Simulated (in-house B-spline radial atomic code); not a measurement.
## Cr VI (Cr5+): [Ar] 4d1 (an excited or competing configuration)

All numbers are computed (non-relativistic r2SCAN0, spin-polarised, spherical fractional occupations, exact exchange averaged over the configuration; point nucleus) with an all-electron radial atomic-structure program (B-spline basis), not measured.

Screening seen three ways: the hydrogenic charge with the same mean radius, Z_r = [3n² - l(l+1)]/(2<r>), the one with the same energy, Z_e = n√(-2ε), and Slater's rules. Values are occupation-weighted means over spin.

```json
{"shell": "1s", "electrons": "2", "ε (eV)": "-5993", "<r> (bohr)": "0.0642", "Z_r": "23.36", "Z_e": "20.99", "Slater": "23.70"}
{"shell": "2s", "electrons": "2", "ε (eV)": "-783.31", "<r> (bohr)": "0.2947", "Z_r": "20.36", "Z_e": "15.18", "Slater": "19.85"}
{"shell": "2p", "electrons": "6", "ε (eV)": "-679.45", "<r> (bohr)": "0.2603", "Z_r": "19.21", "Z_e": "14.13", "Slater": "19.85"}
{"shell": "3s", "electrons": "2", "ε (eV)": "-172", "<r> (bohr)": "0.8541", "Z_r": "15.81", "Z_e": "10.67", "Slater": "12.75"}
{"shell": "3p", "electrons": "6", "ε (eV)": "-140.51", "<r> (bohr)": "0.8787", "Z_r": "14.23", "Z_e": "9.64", "Slater": "12.75"}
{"shell": "4d", "electrons": "1", "ε (eV)": "-38.009", "<r> (bohr)": "2.562", "Z_r": "8.20", "Z_e": "6.69", "Slater": "6.00"}
```

The least bound orbital is 4d up at -38.01 eV, and it is also the most diffuse (<r> = 2.562 bohr).
